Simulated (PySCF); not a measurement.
A calculated (LDA, PySCF 2.14, ANO-RCC-VTZP, the spin-free X2C one-electron Hamiltonian (Gaussian nucleus)) atom or ion has these occupied shells.

| shell | electrons | orbital energy (eV) | rms radius, mean of both spins (bohr) |
| --- | --- | --- | --- |
| 1s α | 1 | -40126.0 | 0.0281 |
| 1s β | 1 | -40126.0 | 0.0281 |
| 2s α | 1 | -6427.3 | 0.114 |
| 2s β | 1 | -6427.3 | 0.114 |
| 2p α | 3 | -5767.5 | 0.102 |
| 2p β | 3 | -5767.5 | 0.102 |
| 3s α | 1 | -1384.5 | 0.298 |
| 3s β | 1 | -1384.2 | 0.298 |
| 3p α | 3 | -1173.7 | 0.298 |
| 3p β | 3 | -1173.4 | 0.298 |
| 3d α | 5 | -869.70 | 0.275 |
| 3d β | 5 | -869.48 | 0.275 |
| 4s α | 1 | -280.11 | 0.678 |
| 4s β | 1 | -279.38 | 0.678 |
| 4p α | 3 | -211.01 | 0.720 |
| 4p β | 3 | -210.27 | 0.720 |
| 4d α | 5 | -110.67 | 0.803 |
| 4d β | 5 | -109.92 | 0.803 |
| 5s α | 1 | -40.828 | 1.61 |
| 5s β | 1 | -40.131 | 1.61 |
| 5p α | 3 | -23.488 | 1.88 |
| 5p β | 3 | -22.814 | 1.88 |
| 4f α | 1 | -5.669 | 1.28 |
| 6s α | 1 | -3.968 | 4.58 |
| 6s β | 1 | -3.686 | 4.58 |
| 5d α | 1 | -3.530 | 3.18 |

Task: Name the element and its charge.

Result: Ce (cerium, neutral), in [Xe] 4f1 5d1 6s2, one real determinant.
